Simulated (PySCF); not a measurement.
Radial density of Fe (iron, neutral)

PW91, [Ar] 3d6 4s2, high-spin 5D determinant. Computed with PySCF 2.14 in aug-cc-pVTZ (8s7p5d3f2g, 93 functions), with the non-relativistic Hamiltonian (point nucleus).

```tsv
r (bohr)	4πr²ρ (e/bohr)	4πr²(ρα − ρβ)
0.00104	0.1526	0.0000
0.00175	0.4161	0.0000
0.00294	1.107	0.0001
0.00494	2.822	0.0002
0.00830	6.704	0.0006
0.0140	14.15	0.0012
0.0235	24.54	0.0020
0.0395	31.12	0.0024
0.0665	26.77	0.0049
0.112	25.90	0.0395
0.188	34.81	0.2714
0.316	20.10	1.2809
0.532	14.34	3.1942
0.895	14.01	3.2588
1.51	3.787	1.3673
2.53	1.188	0.2515
4.26	0.3089	-0.0177
7.16	0.01630	-0.0035
12.0	5.435e-05	0.0000
```

Question: Where is the radial spin density 4πr²(ρα − ρβ) most negative, and why is it negative at all?

Answer: Around r = 4.26 bohr, down to -0.0177 e/bohr: exchange with the open shell polarises the paired shells in an unrestricted calculation.
